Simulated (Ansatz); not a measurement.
Ansatz (a first-principles code) input (RI-MP2/aug-cc-pV(Q+d)Z):
A basis named .json is the Basis Set Exchange file of that set.

Ansatz 0.2 input:
```yaml
crystal:
  periodic: [false, false, false]
  atoms:
    - {symbol: Si, position_ang: [0.00000000, 0.00000000, 0.00000000]}
    - {symbol: Cl, position_ang: [-1.68858975, -0.98731631, 0.02321396]}
    - {symbol: Cl, position_ang: [-0.01077213, 1.95613927, -0.00841625]}
    - {symbol: Cl, position_ang: [1.69936188, -0.96882296, -0.01479771]}
basis:
  gaussian:
    orbitals: aug-cc-pV_Q+d_Z.json
    fitting: {mean_field: def2-universal-jkfit, correlation: aug-cc-pVQZ-RIFIT.json}
total_charge: 1
magnetization: {spin_polarized: false}
correlation: {method: mp2, electrons: outside_noble_gas}
```

End of the output:

```
integrals: 0.56 GiB planned
512 factors; integrals over basis functions are off by at most 1.5e0 eV
mean field: 1.40 GiB planned
mean field evaluation 1: about -45370.1238 eV, gradient 2.3e1 eV
mean field evaluation 2: about -45371.1151 eV, gradient 1.2e1 eV
mean field evaluation 4: about -45371.4569 eV, gradient 6.1e-1 eV
mean field evaluation 8: about -45371.4591 eV, gradient 9.4e-7 eV
mean field -45371.45905984 eV, -1667.3703665696 hartree, gradient 9.4e-7 eV, S^2 0.000000; 0 other end points of the search recorded, 0 dependent functions left out
20 core orbitals not correlated
776 factors; their error is unknown
reference -45371.45905984 eV, -1667.3703665696 hartree; 12, 12 occupied and 324, 324 virtual orbitals, 776 factors
second order -19.63161872 eV of doubles, -0.00000000 eV of singles
Total energy: -45391.09067856 eV, -1668.0918152507 hartree
```
